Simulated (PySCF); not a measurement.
The vertical singlet excitations below were computed for one of the candidates. Method used: TDDFT CAM-B3LYP/def2-SVPD, vertical, gas phase, core orbitals frozen in the response (PySCF). Geometries: PBE0-D3(BJ)/def2-SVP, one conformer each.

```json
{"state": "S1", "E (eV)": "5.43", "f": "0.0012", "main configurations (H = HOMO, L = LUMO)": "H→L (62%), H-1→L (26%)"}
{"state": "S2", "E (eV)": "6.33", "f": "0.017", "main configurations (H = HOMO, L = LUMO)": "H-1→L (50%), H→L (19%), H→L+1 (9%)"}
{"state": "S3", "E (eV)": "6.44", "f": "0.021", "main configurations (H = HOMO, L = LUMO)": "H→L+2 (50%), H-1→L+2 (16%), H→L+1 (13%)"}
{"state": "S4", "E (eV)": "6.82", "f": "0.0022", "main configurations (H = HOMO, L = LUMO)": "H→L+1 (40%), H→L+2 (23%), H-1→L+1 (13%)"}
{"state": "S5", "E (eV)": "6.91", "f": "0.0042", "main configurations (H = HOMO, L = LUMO)": "H-1→L+2 (59%), H→L+2 (12%), H→L+4 (10%)"}
{"state": "S6", "E (eV)": "6.95", "f": "0.0006", "main configurations (H = HOMO, L = LUMO)": "H→L+5 (23%), H→L+4 (14%), H-1→L+5 (12%)"}
{"state": "S7", "E (eV)": "7.00", "f": "0.302", "main configurations (H = HOMO, L = LUMO)": "H→L+3 (48%), H-1→L+3 (47%)"}
{"state": "S8", "E (eV)": "7.14", "f": "0.039", "main configurations (H = HOMO, L = LUMO)": "H-1→L+1 (38%), H→L+1 (12%), H-1→L+7 (8%)"}
{"state": "S9", "E (eV)": "7.34", "f": "0.0021", "main configurations (H = HOMO, L = LUMO)": "H-1→L+1 (21%), H-1→L+4 (14%), H→L+4 (13%)"}
{"state": "S10", "E (eV)": "7.43", "f": "0.038", "main configurations (H = HOMO, L = LUMO)": "H-2→L (72%)"}
```

Orbital energies (eV): HOMO-3 -11.15, HOMO-2 -10.14, HOMO-1 -8.49, HOMO -8.29, LUMO 0.66, LUMO+1 1.23, LUMO+2 1.32.

Task: Which structure fits?
A. `C=CO[SiH2]C(N)=O`
B. `CC(=S)CO[SiH3]`
C. `C=CO[SiH2]SC`
D. `C=CC[SiH2]OC=C`

Result: C. Its S1 lies at 5.43 eV; the nearest of the others has S1 at 4.91 eV. S1 is HOMO→LUMO (62%), HOMO-1→LUMO (26%). Löwdin shares by element: HOMO sulfur 46%, carbon 27% or more, oxygen 9% (atoms not listed hold the other 19%); LUMO sulfur 36%, silicon 17%, carbon 13% or more, hydrogen 6% or more (atoms not listed hold the other 28%). At the same level the other candidates give, for their lowest levels:
- `CC(=S)CO[SiH3]`: 2.62 eV (f 0.000); 5.35 eV (f 0.198); 6.09 eV (f 0.047); 6.42 eV (f 0.001); 6.57 eV (f 0.076); HOMO -7.82, LUMO -0.96 eV
- `C=CC[SiH2]OC=C`: 6.32 eV (f 0.032); 6.75 eV (f 0.523); 6.85 eV (f 0.126); 7.01 eV (f 0.040); 7.15 eV (f 0.068); T1 4.20 eV; HOMO -8.16, LUMO 0.94 eV
- `C=CO[SiH2]C(N)=O`: 4.91 eV (f 0.002); 6.53 eV (f 0.018); 6.58 eV (f 0.019); 6.86 eV (f 0.162); 7.01 eV (f 0.018); T1 4.29 eV; HOMO -8.62, LUMO 0.73 eV

Shape of the structure used: `[CH2:1]=[CH:2][O:3][SiH2:4][S:5][CH3:6]`: C1–C2–O3–Si4 -1°, C2–O3–Si4–S5 180°, O3–Si4–S5–C6 -179°.
Triplets come from the Tamm–Dancoff approximation.
